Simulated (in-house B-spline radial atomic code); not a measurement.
## Ionising the rhodium ion Rh⁴⁺ with different functionals

Computed with a B-spline radial code for spherical atoms: scalar-relativistic (spin-free X2C) Hamiltonian, Fermi nucleus of rms radius 4.4945 fm, spin-polarised at highest spin, spherical fractional occupations for the functionals, the average over the highest-spin determinants for Hartree-Fock. The ionisation energy is the difference of two self-consistent energies, [Kr] 4d5 → [Kr] 4d4, without Breit or QED terms; ε is the level of the shell that loses the electron (its least bound occupied spin orbital). There is no spin-orbit coupling in this Hamiltonian.

Hybrids are left out here: with spherical fractional occupations of an open shell their exact exchange keeps a self-interaction that integer-occupation calculations don't have.

```tsv
method	rung	ΔSCF (eV)	-ε(4d) (eV)
Hartree-Fock	Hartree-Fock	63.52	64.55
LDA VWN5	LDA	64.31	56.36
LDA PW92	LDA	64.30	56.35
LDA exchange-only	LDA	62.94	55.05
PBE	GGA	64.28	56.33
PBEsol	GGA	64.23	56.28
BLYP	GGA	63.95	55.98
RPBE	GGA	64.25	56.29
PW91	GGA	64.35	56.39
BP86	GGA	64.27	56.31
AM05	GGA	?	?
OLYP	GGA	64.51	56.50
TPSS	meta-GGA	?	?
SCAN	meta-GGA	64.74	56.84
r2SCAN	meta-GGA	64.81	56.91
revTPSS	meta-GGA	64.22	56.27
```

Question: What does AM05 give?

Answer: ΔSCF 64.18 eV, and -ε(4d) = 56.23 eV.

Question: What does TPSS give?

Answer: ΔSCF 64.27 eV, and -ε(4d) = 56.32 eV.

Question: How do they compare with the NIST value?

Answer: NIST lists 63 eV ± 1.9 (tabulated theory, ground level to ground level). Errors run from -0.06 to +1.81 eV; all lie within about twice that uncertainty, so the table can't rank the methods. Hartree-Fock also lacks correlation.
